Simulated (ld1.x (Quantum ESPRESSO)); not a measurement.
Transferability test, PAW potential for S

- Element: sulfur (S)
- Generator: ld1.x (Quantum ESPRESSO) 7.5
- Type: PAW
- Functional: PBEsol
- Relativity: non-relativistic
- Frozen core: [Ne]
- Valence charge: 6
- Reference configuration: 3s2 3p4
- Partial waves: 3s (bound): rcut 1.00, rcutus 1.25 bohr; 3s channel at 2.05 Ry: rcut 1.00, rcutus 1.25 bohr; 3p (bound): rcut 1.20, rcutus 1.60 bohr; 3p channel at 3.3 Ry: rcut 1.20, rcutus 1.60 bohr; 3d channel at 0.2 Ry: rcut 1.55, rcutus 1.65 bohr
- Local potential: all-electron potential smoothed inside 1.00 bohr (lloc = -1)
- Core correction: Bessel-smoothed model core inside 0.80 bohr
- Augmentation charge: PSQ, radius 1.05 bohr

Energies are relative to the spin-unpolarised reference configuration 3s2 3p4; without spin polarisation the order of configurations can differ from experiment.

```csv
valence configuration,charge,ΔE all-electron (eV),error AE − PS (meV)
3s2 3p3,+1,11.747,-0.5
3s2 3p2,+2,34.000,-5.2
3s2 3p1,+3,68.008,-26
3s1 3p5,0,10.152,-0.2
3s2 3p4.3,-0.3,-1.704,0.0
3s0 3p6,0,20.418,-0.7
```

(1) What are ΔE and the potential's error for 3s1 3p4?

## Answers

(1) ΔE = 22.456 eV all-electron; the error (AE − PS) is -1.0 meV.
